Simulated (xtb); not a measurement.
CF3O3S, charge -1, singlet, at a GFN2-xTB geometry; xtb with GFN0-xTB.

The xtb input:
```
$ xtb mol.xyz --gfn 0 --chrg -1 --acc 30 --json

# file mol.xyz
8

O      1.43759940    -0.31893974     1.17113549
S      0.92357543    -0.03591358    -0.15049648
O      1.20167442     1.28840781    -0.66027026
O      1.03510126    -1.11234754    -1.10960410
C     -0.92892797     0.03612172     0.15136868
F     -1.26275110     0.99198614     1.03329425
F     -1.40924817    -1.11942013     0.63811600
F     -1.61673848     0.29420318    -0.97256107
```

It wrote (shortened):

```
   ID    Z sym.   atoms
    1    8 O      1, 3, 4
    2   16 S      2
    3    6 C      5
    4    9 F      6-8

           -------------------------------------------------
          |                Calculation Setup                |
           -------------------------------------------------

           -------------------------------------------------
          |                 G F N 0 - x T B                 |
           -------------------------------------------------

          ...................................................
          :                      SETUP                      :
          :.................................................:
          :  # basis functions                  38          :
          :  # atomic orbitals                  37          :
          :  # shells                           17          :
          :  # electrons                        50          :
          :  electronic temp.          300.0000000     K    :
          :  accuracy                   30.0000000          :
          :  -> integral cutoff          0.2000000E+02      :
          :  -> integral neglect         0.3000000E-06      :
          ...................................................

         :::::::::::::::::::::::::::::::::::::::::::::::::::::
         ::                     SUMMARY                     ::
         :::::::::::::::::::::::::::::::::::::::::::::::::::::
         :: total energy             -28.251224283891 Eh    ::
         :: gradient norm              0.043235334270 Eh/a0 ::
         :: HOMO-LUMO gap              6.966764971363 eV    ::
         ::.................................................::
         :: H0 energy                -26.885126658875 Eh    ::
         :: repulsion energy           0.104420233646 Eh    ::
         :: electrostat energy        -1.430892539633 Eh    ::
         :: -> Gsolv                   0.000000000000 Eh    ::
         ::    -> Gsasa                0.000000000000 Eh    ::
         ::    -> Gshift               0.000000000000 Eh    ::
         :: dispersion energy         -0.003122447983 Eh    ::
         :: short-range corr.         -0.036502871046 Eh    ::
         :: add. restraining           0.000000000000 Eh    ::
         :: total charge              -1.000000000000 e     ::
         :::::::::::::::::::::::::::::::::::::::::::::::::::::

           -------------------------------------------------
          |                Property Printout                |
           -------------------------------------------------

    * Orbital Energies and Occupations

         #    Occupation            Energy/Eh            Energy/eV
      -------------------------------------------------------------
         1        2.0000           -0.8304517             -22.5977
       ...           ...                  ...                  ...
        13        2.0000           -0.4822880             -13.1237
        14        2.0000           -0.4656417             -12.6708
        15        2.0000           -0.4498766             -12.2418
        16        2.0000           -0.4498766             -12.2418
        17        2.0000           -0.4427444             -12.0477
        18        2.0000           -0.4427444             -12.0477
        19        2.0000           -0.4353212             -11.8457
        20        2.0000           -0.4353212             -11.8457
        21        2.0000           -0.4350463             -11.8382
        22        2.0000           -0.4342090             -11.8154
        23        2.0000           -0.4342090             -11.8154
        24        2.0000           -0.4224892             -11.4965
        25        2.0000           -0.3925539             -10.6819 (HOMO)
        26                         -0.1365300              -3.7152 (LUMO)
        27                         -0.0813419              -2.2134
        28                         -0.0776550              -2.1131
        29                         -0.0776550              -2.1131
        30                          0.0675624               1.8385
        31                          0.0675624               1.8385
        32                          0.0798676               2.1733
        33                          0.2152221               5.8565
        34                          0.2152221               5.8565
        35                          0.5387416              14.6599
        36                          0.9100380              24.7634
        37                          0.9100380              24.7634
      -------------------------------------------------------------
                  HL-Gap            0.2560239 Eh            6.9668 eV
             Fermi-level            0.0000000 Eh            0.0000 eV

     #   Z          covCN         q      C6AA      α(0)
     1   8 O        0.860    -0.596    25.944     6.835
     2  16 S        3.567     1.025   103.962    17.191
     3   8 O        0.860    -0.596    25.944     6.835
     4   8 O        0.860    -0.596    25.944     6.835
     5   6 C        3.313     0.562    17.737     6.712
     6   9 F        0.798    -0.266    11.990     3.989
     7   9 F        0.798    -0.266    11.990     3.989
     8   9 F        0.798    -0.266    11.990     3.989

 Mol. C6AA /au·bohr⁶  :       1576.165537
 Mol. C8AA /au·bohr⁸  :      41447.625727
 Mol. α(0) /au        :         56.373144

Wiberg/Mayer (AO) data.
largest (>0.10) Wiberg bond orders for each atom

 ---------------------------------------------------------------------------
     #   Z sym  total        # sym  WBO       # sym  WBO       # sym  WBO
 ---------------------------------------------------------------------------
     1   8 O    1.932 --     2 S    1.589     3 O    0.124     4 O    0.124
     2  16 S    5.531 --     3 O    1.589     4 O    1.589     1 O    1.589
                             5 C    0.713
     3   8 O    1.932 --     2 S    1.589     4 O    0.124     1 O    0.124
     4   8 O    1.932 --     2 S    1.589     3 O    0.124     1 O    0.124
     5   6 C    3.654 --     6 F    0.899     7 F    0.899     8 F    0.899
                             2 S    0.713
     6   9 F    0.997 --     5 C    0.899
     7   9 F    0.997 --     5 C    0.899
     8   9 F    0.997 --     5 C    0.899
 ---------------------------------------------------------------------------

Topologies differ in total number of bonds
Writing topology from bond orders to xtbtopo.mol

 dipole moment from electron density (au)
     X       Y       Z
  -1.7133   0.0666   0.2792  total (Debye):    4.415

           -------------------------------------------------
          | TOTAL ENERGY              -28.251224283891 Eh   |
          | GRADIENT NORM               0.043235334270 Eh/α |
          | HOMO-LUMO GAP               6.966764971363 eV   |
           -------------------------------------------------

normal termination of xtb
```
